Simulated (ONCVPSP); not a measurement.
## Before and after: ONCV potential for Ca (Z = 20)

* Element: calcium
* Generator: ONCVPSP 4.0.1
* Type: optimised norm-conserving Vanderbilt (ONCV)
* Functional: LDA (Perdew-Wang 92)
* Relativity: scalar-relativistic
* Frozen core: [Ne]
* Valence charge: 10
* Reference configuration: 3s2 3p6 4s2
* Partial waves: 3s+4s: rc 2.00 bohr, ncon 4, nbas 8, qcut 6.2 1/bohr, 2 projectors; 3p: rc 2.00 bohr, ncon 4, nbas 7, qcut 5.5 1/bohr, 2 projectors, debl 3.4 Ha; d scattering state at 0.38 Ha: rc 1.80 bohr, ncon 4, nbas 9, qcut 4.7 1/bohr, 2 projectors, debl 1.2 Ha
* Local potential: polynomial inside 1.70 bohr (lpopt 5, dvloc0 -1 Ha)
* Core correction: polynomial model core, fcfact 0.35

In the d channel the program set the typed energies aside and used -0.078, 1.122 Ha.

Change: s: qcut 7.3; p: qcut 6.4; d: qcut 5.5.

Cutoffs: the cutoffs (Ha) at which the residual kinetic energy of the hardest occupied pseudo-wave falls to 1 and 0.1 mHa per electron; they do not see the model core or the augmentation charge, which bear on the density cutoff. Errors are all-electron minus pseudo energies relative to the spin-unpolarised reference configuration.

Task: What does the change do?

Result: The potential gets harder (13 Ha and 15 Ha → 14 Ha and 17 Ha); of the 4 tests that both files solve, the error grows in 0 and shrinks in 2 by more than 15 % and 0.3 meV (median size 1.8 → 0.4 meV); neither file shows a bound ghost.

```csv
quantity,base,changed
"cutoff, loose",13 Ha,14 Ha
"cutoff, tight",15 Ha,17 Ha
loose cutoff by channel,"s 11 Ha, p 13 Ha","s 14 Ha, p 14 Ha"
bound ghosts,none,none
GHOST(+) flags under 300 eV,none,none
"error for 3s2 3p6 4s1, meV [ΔE 6.46 eV]",-0.5,-0.4
"error for 3s2 3p6 4s0, meV [ΔE 18.40 eV]",-3.1,-2.3
"error for 3s2 3p6 4s1.5, meV [ΔE 2.56 eV]",-0.1,-0.1
"error for 3s2 3p6 4s0 4p1, meV [ΔE 9.58 eV]",-3.5,-0.5
s: phases at 2.03 bohr within 0.05 rad from the reference energy up to (Ha; the scan ends near 5),4.9,to the end of the scan
p: phases at 2.03 bohr within 0.05 rad from the reference energy up to (Ha; the scan ends near 5),to the end of the scan,to the end of the scan
d: phases at 1.83 bohr within 0.05 rad from the reference energy up to (Ha; the scan ends near 5),to the end of the scan,to the end of the scan
"rms error of d²Exc/dni dnj with the model core, mHa",1.03,0.85
```

Base: The cutoffs count occupied waves only; projector 1 of the d channel, the hardest unoccupied one, needs 88 Ha at the loose tolerance. Changed file: The cutoffs count occupied waves only; projector 1 of the d channel, the hardest unoccupied one, needs 54 Ha at the loose tolerance.
